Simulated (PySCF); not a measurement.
# One molecule, several mistakes: B2CGeH6

Calculated results; nothing here was measured. They come from PySCF 2.14.0, an open-source quantum chemistry program, on an isolated molecule that a program drew, which may never have been made. The molecule is B2CGeH6 (charge 0, singlet), drawn as the SMILES string `B=[CH][GeH2][BH2]`.

Each row is a Hartree-Fock (HF) and frozen-core CCSD(T) single point in the cc-pVDZ basis, meant for a local HF minimum. Run 1 is clean. Each other run has one planted mistake out of seven kinds, and not every kind appears here: one electron removed, one electron added, multiplicity raised by two, geometry at a saddle point, minimal basis STO-3G, one bond length entered in bohr, all coordinates scaled. The reference is restricted for singlets and unrestricted otherwise, and also for a bond in bohr. Adding or removing an electron swaps singlet and doublet. Electrons count all cores. HOMO and LUMO are orbital energies over both spins, the gradient is its largest component, and the lowest frequency (negative if imaginary) is given only where the gradient is small. Bond lengths are over the 9 bonds as drawn. T1 is the CCSD diagnostic: over 0.02 (restricted) or 0.045 (unrestricted) a single reference is doubtful. Germanium has the cc-pVDZ-PP basis, with a core potential (ECP10MDF) in place of its 10 inner electrons, and its 3s, 3p and 3d shells are frozen in CCSD(T).

Geometry of the clean run:
```xyz
10
B2CGeH6, angstrom
B     0.1047   -1.6455    0.9527
C    -0.4195   -0.4764    0.4533
Ge   -2.1617    0.1021    1.1382
B    -3.4809    0.1976   -0.4765
H     0.5008   -2.6486    1.4228
H     0.0453    0.1469   -0.3019
H    -2.0165    1.4740    1.8223
H    -2.6081   -0.9008    2.2168
H    -3.3004    1.0097   -1.3414
H    -4.3995   -0.5632   -0.5996
```

```
run,electrons,basis functions,<S^2>,HOMO (eV),LUMO (eV),gradient (hartree/bohr),lowest frequency (cm^-1),mean bond (Å),longest bond (Å),T1,HF (hartree),CCSD(T) (hartree),mistake
1,54,95,0.000,-8.85,1.43,2.4e-05,52,1.4622,2.087,0.0137,-384.01220,-384.46986,no fault
2,54,95,0.896,-7.76,1.00,9.4e-03,-,1.6145,2.910,0.0360,-383.91679,-384.36108,one bond length entered in bohr
3,55,95,0.766,-0.68,6.31,3.7e-02,-,1.4622,2.087,0.0254,-383.99504,-384.47835,?
4,54,95,0.000,-9.03,1.52,3.2e-02,-,1.4052,2.006,0.0131,-383.99739,-384.44950,?
```

**Which mistake was planted in run 3, and what did it cost?**

It counts 55 electrons, one more than the clean run, at the same geometry and basis. So the mistake is: one electron added. Subtracting run 1 and multiplying by 627.51 kcal/mol a hartree, the energy moved by 10.8 kcal/mol in HF and -5.3 kcal/mol in CCSD(T).

**Which mistake was planted in run 4, and what did it cost?**

The mean and the longest bond both change by the same factor, 0.961, and the gradient is no longer small. So the mistake is: all coordinates scaled. Subtracting run 1 and multiplying by 627.51 kcal/mol a hartree, the energy moved by 9.3 kcal/mol in HF and 12.8 kcal/mol in CCSD(T).

